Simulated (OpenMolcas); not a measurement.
CH4FGeN (SMILES [H]/N=[C](/F)[GeH3]): the vertical ionisation energy, rung by rung

CH4FGeN has 8 atoms, charge 0, and is taken as a singlet. SMILES: `[H]/N=[C](/F)[GeH3]`. The coordinates come from a PBE0-D4/def2-TZVP relaxation.

Each level gives the vertical ionisation energy (to the doublet cation) (eV). The values are calculated.

| level | kind | program | value (eV) |
| --- | --- | --- | --- |
| SVWN5/6-31G* (spherical functions) | LDA | OpenMolcas | 10.14 |
| PBE/6-31G* (spherical functions) | GGA | OpenMolcas | 9.96 |
| revPBE/6-31G* (spherical functions) | GGA | OpenMolcas | 9.90 |
| TPSS/6-31G* (spherical functions) | meta-GGA | OpenMolcas | 9.99 |
| r2SCAN/6-31G* (spherical functions) | meta-GGA | OpenMolcas | 10.11 |
| B3LYP/6-31G* (spherical functions) | global hybrid | OpenMolcas | 10.23 |
| BHLYP/6-31G* (spherical functions) | global hybrid | OpenMolcas | 10.29 |
| B3LYP/6-31G* (Cartesian functions) | global hybrid | OpenMolcas | 10.24 |

All-electron rows without a relativistic Hamiltonian named are non-relativistic. The values span 9.90 to 10.29 eV.
